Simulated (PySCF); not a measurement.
B(Me)3 (C3H9B), SMILES CB(C)C.

The structure is a stationary point at B3LYP-D3(BJ)/def2-SVP. The isomer is the one that the SMILES or the coordinates give; other isomers of the formula were not compared.

All values below come from TDA-LC-ωPBE/def2-SVPD (PySCF).

Vertical excitations. 

Computed UV-visible absorptions:
```tsv
state	energy (eV)	λ (nm)	f	main pairs
S1	6.74	184	0.001	HOMO→LUMO+1 70 %, HOMO−1→LUMO+1 24 %
S2	6.75	184	0.001	HOMO−1→LUMO+1 70 %, HOMO→LUMO+1 24 %
S3	8.69	143	0.073	HOMO→LUMO 89 %
S4	8.70	143	0.069	HOMO−1→LUMO 89 %
S5	9.33	133	0.008	HOMO−2→LUMO+1 95 %
S6	9.92	125	0.171	HOMO−3→LUMO+1 85 %
S7	9.95	125	0.184	HOMO−4→LUMO+1 85 %
S8	10.13	122	0.000	HOMO−2→LUMO 43 %, HOMO→LUMO+2 14 %, HOMO−1→LUMO+3 13 %, HOMO→LUMO+3 9 %
S9	10.22	121	0.001	HOMO→LUMO+3 31 %, HOMO→LUMO+2 24 %, HOMO−1→LUMO+2 20 %, HOMO−1→LUMO+3 11 %
S10	10.24	121	0.007	HOMO−1→LUMO+2 49 %, HOMO→LUMO+3 34 %
T1	6.07	204	0	HOMO→LUMO+1 89 %
T2	6.09	204	0	HOMO−1→LUMO+1 89 %
T3	8.47	146	0	HOMO→LUMO 79 %
T4	8.48	146	0	HOMO−1→LUMO 80 %
```
Triplets are in the Tamm–Dancoff approximation.
